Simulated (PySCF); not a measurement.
CH7FGeSi, singlet, geometry from GFN2-xTB; PBE/6-31G, polarisability (PySCF).

Here is a job for PySCF.
```python
from pyscf import gto, scf, dft
from pyscf.prop import polarizability

mol = gto.Mole()
mol.atom = '''
    Si    1.585085    0.225174    0.578589
    F     3.020567   -0.333376    0.093939
    C     0.295058   -0.495215   -0.602839
    Ge   -1.531551    0.077527   -0.168682
    H     1.696380    1.673252    0.473441
    H     1.436527   -0.267715    1.940707
    H     0.338085   -1.584703   -0.577727
    H     0.523855   -0.197103   -1.626678
    H    -1.671783    1.564869   -0.232197
    H    -1.927277   -0.343528    1.210448
    H    -2.532789   -0.506696   -1.118839
'''
mol.basis = '6-31g'
mol.charge = 0
mol.spin = 0
mol.verbose = 3
mol.build()

mf = dft.RKS(mol)
mf.xc = 'pbe'
mf.kernel()
alpha = mf.Polarizability().polarizability()[2, 2]
print('alpha_zz =', alpha)
```

The log (banner, timings and long lists left out):

```
site-packages/pyscf/prop/efg/rhf.py:45: UserWarning: Module EFG is under testing
  warnings.warn('Module EFG is under testing')
site-packages/pyscf/prop/efg/dhf.py:30: UserWarning: Module EFG is under testing
  warnings.warn('Module EFG is under testing')
site-packages/pyscf/prop/zfs/uhf.py:40: UserWarning: Module ZFS is under testing
  warnings.warn('Module ZFS is under testing')
site-packages/pyscf/prop/gtensor/uhf.py:43: UserWarning: Module g-tensor is under testing
  warnings.warn('Module g-tensor is under testing')
site-packages/pyscf/prop/gtensor/uks.py:41: UserWarning: Module g-tensor is under testing
  warnings.warn('Module g-tensor is under testing')
site-packages/pyscf/prop/hfc/uks.py:35: UserWarning: Module HFC is under testing
  warnings.warn('Module HFC is under testing')
site-packages/pyscf/prop/magnetizability/rhf.py:39: UserWarning: Module magnetizability is under testing
  warnings.warn('Module magnetizability is under testing')
site-packages/pyscf/prop/magnetizability/uhf.py:37: UserWarning: Module magnetizability is under testing
  warnings.warn('Module magnetizability is under testing')
site-packages/pyscf/prop/magnetizability/rks.py:37: UserWarning: Module magnetizability is under testing
  warnings.warn('Module magnetizability is under testing')
site-packages/pyscf/prop/magnetizability/uks.py:39: UserWarning: Module magnetizability is under testing
  warnings.warn('Module magnetizability is under testing')
site-packages/pyscf/prop/polarizability/uhf.py:34: UserWarning: Module polarizability is under testing
  warnings.warn('Module polarizability is under testing')
site-packages/pyscf/prop/polarizability/rks.py:29: UserWarning: Module polarizability is under testing
  warnings.warn('Module polarizability is under testing')
site-packages/pyscf/prop/polarizability/uks.py:29: UserWarning: Module polarizability is under testing
  warnings.warn('Module polarizability is under testing')
converged SCF energy = -2507.60688081532
alpha_zz = 50.90309373118306
```
